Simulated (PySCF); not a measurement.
Z-matrix (Å, degrees):
```
N
C 1 1.4274
H 2 1.0908 1 110.77
H 2 1.1016 3 108.72 1 122.57
H 2 1.1017 3 108.66 4 115.05
C 1 1.4274 2 111.75 3 179.60
H 6 1.0908 1 110.77 2 -179.91
H 6 1.1016 7 108.70 1 -122.50
H 6 1.1016 7 108.68 8 -115.05
```
Charge 0, spin multiplicity 2.

Question: Estimate the dipole moment, total energy and highest occupied spin orbital that PBE0-D4/def2-TZVP in PySCF 2.14.0 returns for this input.

Answer: 
* **dipole moment**: 1.73 D
* **total energy**: -3657.08 eV
* **highest occupied spin orbital**: -7.15 eV
